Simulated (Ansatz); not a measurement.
Born–Oppenheimer molecular dynamics of B₂ClFH₂ (6 atoms, charge 0, multiplicity 1). It starts from a relaxed structure.

These are results of Ansatz, RKS B3LYP-D4/def2-SVP, not measurements.

```json
{
 "ensemble": "NVT, Nosé–Hoover chain",
 "time step": "0.5 fs",
 "steps asked": "150",
 "set temperature": "300 K",
 "thermostat": "time constant 100 fs, chain length 3 (defaults)",
 "seed": "794303"
}
```

First frame:

```xyz
6
Properties=species:S:1:pos:R:3
B -0.394 0.806 -0.001
B 0.506 -0.612 0.084
F 1.731 -0.767 0.551
Cl -0.323 -2.056 -0.537
H -0.383 1.498 -0.989
H -1.137 1.132 0.892
```

(1) What does the run give?

(2) What happens to the structure?

(3) How do temperature and energy run in time?

Results:

(1) The run went to its last step.

| Property | Result |
| --- | --- |
| steps done | 150 |
| time covered | 75 fs |
| mean temperature over the second half | 154 K |
| spread of the potential energy over the second half | 2.8 meV per atom |
| mean potential energy of the second half above the start | 14.4 meV per atom |

The conserved energy stayed within 0.071 meV per atom of its start (net change 0.013 meV per atom), so the integration is sound. The mean temperature of the second half is 49 % below the set value. A run of 0.075 ps of so small a system gives no equilibrium averages.

(2) The same pairs are bonded in the first frame and the last. Pairs count as bonded within 1.25 times the sum of covalent radii (0.12 Å more for H–H). The details hang on the random start.

(3) 
| time (fs) | T (K) | potential energy less start (eV) | conserved less start (meV/atom) |
| --- | --- | --- | --- |
| 0.0 | 300 | 0.000 | 0.00 |
| 3.5 | 236 | 0.034 | 0.06 |
| 7.0 | 210 | 0.047 | 0.02 |
| 10.5 | 148 | 0.079 | 0.05 |
| 14.0 | 157 | 0.074 | 0.03 |
| 17.5 | 163 | 0.072 | 0.03 |
| 21.0 | 135 | 0.087 | 0.05 |
| 24.5 | 141 | 0.084 | 0.01 |
| 28.0 | 80 | 0.116 | 0.06 |
| 31.5 | 109 | 0.101 | 0.01 |
| 35.0 | 62 | 0.126 | 0.06 |
| 38.5 | 97 | 0.108 | 0.02 |
| 42.0 | 90 | 0.113 | 0.05 |
| 45.5 | 124 | 0.096 | 0.04 |
| 49.0 | 150 | 0.084 | 0.03 |
| 52.5 | 133 | 0.095 | 0.06 |
| 56.0 | 166 | 0.079 | 0.01 |
| 59.5 | 127 | 0.101 | 0.07 |
| 63.0 | 201 | 0.065 | 0.01 |
| 66.5 | 191 | 0.073 | 0.06 |
| 70.0 | 223 | 0.059 | 0.02 |
| 73.5 | 188 | 0.080 | 0.05 |

The run took 8.2 min on 1 CPU thread of a shared host.
